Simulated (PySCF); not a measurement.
C3H6, SMILES C1CC1.

Geometry: PBE0-D3(BJ)/def2-TZVP.

Method: TDDFT-PBE0/def2-SVPD (PySCF).

Vertical excitations; the highest root listed may be one member of a degenerate set. Gas-phase values at a fixed geometry. State labels are in the subgroup C2v.

| state | symmetry | energy (eV) | λ (nm) | f | main pairs |
|---|---|---|---|---|---|
| S1 | A1 | 8.20 | 151 | 0.001 | HOMO→LUMO (degenerate set) |
| S2 | B1 | 8.20 | 151 | 0.001 | HOMO−1→LUMO (degenerate set) |
| S3 | B1 | 8.82 | 141 | 0.000 | HOMO→LUMO+1 50 %, HOMO−1→LUMO+2 50 % |
| S4 | A1 | 8.89 | 139 | 0.000 | HOMO→LUMO+2 50 %, HOMO−1→LUMO+1 49 % |
| S5 | B1 | 8.92 | 139 | 0.098 | HOMO−1→LUMO+2, HOMO→LUMO+1 (degenerate set) |
| S6 | A1 | 8.92 | 139 | 0.098 | HOMO−1→LUMO+1, HOMO→LUMO+2 (degenerate set) |
| S7 | A2 | 8.98 | 138 | 0.000 | HOMO−1→LUMO+3 (degenerate set) |
| S8 | B2 | 8.98 | 138 | 0.000 | HOMO→LUMO+3 (degenerate set) |
| S9 | A2 | 9.88 | 125 | 0.000 | HOMO−3→LUMO (degenerate set) |
| S10 | B2 | 9.88 | 125 | 0.000 | HOMO−2→LUMO (degenerate set) |
| T1 | A1 | 8.00 | 155 | 0 | HOMO→LUMO (degenerate set) |
| T2 | B1 | 8.00 | 155 | 0 | HOMO−1→LUMO (degenerate set) |
| T3 | B1 | 8.63 | 144 | 0 | HOMO→LUMO+1 50 %, HOMO−1→LUMO+2 49 % |
| T4 | B1 | 8.66 | 143 | 0 | HOMO−1→LUMO+2 47 %, HOMO→LUMO+1 46 % |
Triplets are in the Tamm–Dancoff approximation, which puts them higher than full response would, so one can lie above its singlet here.
